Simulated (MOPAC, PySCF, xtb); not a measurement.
Dissociation curve of NaI, singlet.

Levels: GFN1-xTB (xtb); PM7, restricted, heats of formation (MOPAC); AM1, restricted, heats of formation (MOPAC); UCCSD(T) = CCSD(T) on UHF/def2-TZVP, 5 core orbitals frozen, def2 effective core potentials past Kr in PySCF 2.14.0.

Energies relative to the lowest point of each curve near equilibrium, in kJ/mol; the last columns give the difference from UCCSD(T):

| R / Å | GFN1-xTB | PM7 | AM1 | UCCSD(T) | GFN1-xTB − UCCSD(T) | PM7 − UCCSD(T) | AM1 − UCCSD(T) |
|---|---|---|---|---|---|---|---|
| 2.05 | 638.6 | 556.9 | 385.0 | 238.4 | 400.2 | 318.4 | 146.6 |
| 2.19 | 276.2 | 288.2 | 199.4 | 123.3 | 152.9 | 165.0 | 76.1 |
| 2.33 | 105.0 | 131.0 | 89.3 | 55.7 | 49.2 | 75.3 | 33.6 |
| 2.42 | 49.6 | 70.2 | 46.6 | 29.6 | 20.1 | 40.6 | 17.0 |
| 2.56 | 9.6 | 18.1 | 10.5 | 7.3 | 2.4 | 10.9 | 3.3 |
| 2.65 | 1.2 | 3.8 | 1.5 | 1.3 | -0.2 | 2.5 | 0.2 |
| 2.71 | 0.0 | 0.1 | 0.0 | 0.0 | 0.0 | 0.1 | 0.0 |
| 2.77 | 1.3 | 0.0 | 1.3 | 0.4 | 1.0 | -0.4 | 1.0 |
| 2.86 | 6.6 | 5.0 | 7.4 | 3.4 | 3.2 | 1.7 | 4.0 |
| 2.96 | 15.5 | 15.7 | 18.5 | 9.4 | 6.1 | 6.3 | 9.1 |
| 3.18 | 41.0 | 49.0 | 52.0 | 28.8 | 12.2 | 20.2 | 23.2 |
| 3.34 | 62.3 | 75.8 | 79.7 | 45.9 | 16.4 | 29.9 | 33.8 |
| 3.69 | 111.7 | 129.7 | 139.0 | 85.6 | 26.0 | 44.1 | 53.4 |
| 4.10 | — | 177.2 | 197.4 | 130.2 | — | 47.0 | 67.2 |
| 4.52 | — | 210.8 | 243.1 | 170.1 | — | 40.7 | 73.0 |
| 4.87 | — | 231.9 | 272.6 | 198.6 | — | 33.3 | 74.0 |
| 5.47 | — | 260.5 | 310.1 | 238.4 | — | 22.1 | 71.7 |
| 6.00 | — | 281.2 | 334.1 | — | — | — | — |
| 6.57 | — | 300.5 | 353.6 | — | — | — | — |
| 7.40 | — | 324.0 | 374.4 | — | — | — | — |
| 8.19 | — | 342.1 | 388.8 | — | — | — | — |

GFN1-xTB is furthest from UCCSD(T) at 2.05 (400.2 kJ/mol, above); its mean absolute difference over the points is 53.1 kJ/mol.

PM7 is furthest from UCCSD(T) at 2.05 (318.4 kJ/mol, above); its mean absolute difference over the points is 50.5 kJ/mol.

AM1 is furthest from UCCSD(T) at 2.05 (146.6 kJ/mol, above); its mean absolute difference over the points is 40.4 kJ/mol.

Dashes: no converged value, or the column stops at the first point that the program doubted or that broke a chosen test of continuity, which isn't proof of a fault.

The restricted form behind PM7, AM1 keeps the bonding electrons paired and can't separate into open-shell fragments. The unrestricted determinant behind UCCSD(T) is spin-contaminated at 6.00 to 8.19 Å (<S²> up to 1.0, against 0.00 for a pure singlet).
